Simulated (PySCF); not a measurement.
**Removing the step error of a finite difference**

System: C₂H₈BClSi, singlet, geometry from GFN2-xTB. Level: PBE0/6-31G, polarisability in PySCF. Sums are taken with unrounded values, so a last digit can differ.

Second differences of the energy in a field along z gave a polarisability along z of 57.469 bohr³ at step 0.005 and 57.531 bohr³ at step 0.02 (atomic units).

Problem. Extrapolate to zero step.

Solution. The leading error of a symmetric difference goes as h², so A(h) = A0 + c h². Then c = (57.531 - (57.469))/(0.02² - 0.005²) = 165 (atomic units) and A0 = 57.469 - c × 0.005² = 57.465 bohr³. The analytic value from the same program and level is 57.465 bohr³: the smaller step missed it by 0.004, the extrapolation by 0.000.
